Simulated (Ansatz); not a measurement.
`[CH3][SnH2][SiH2]N`, charge 0, multiplicity 1.

(1) Give a relaxed structure at PBE0-D4/def2-TZVP (Ansatz 0.2.0). (An estimate is asked.)

Results:

(1) Ansatz gave: 
Z-matrix (Å, degrees):
```
C
Sn 1 2.151
H 1 1.090 2 110.0
H 1 1.090 2 110.0 3 -120.1
H 1 1.090 2 110.0 3 119.9
Si 2 2.580 1 111.0 3 58.0
H 2 1.718 1 107.6 3 -63.1
H 2 1.716 1 108.1 3 -178.2
N 6 1.729 2 115.5 1 -58.2
H 6 1.489 2 108.4 1 61.6
H 6 1.488 2 108.9 1 -179.7
H 9 1.008 6 118.7 2 72.9
H 9 1.008 6 119.1 2 -66.3
```
This is one stationary point; other conformers may exist.
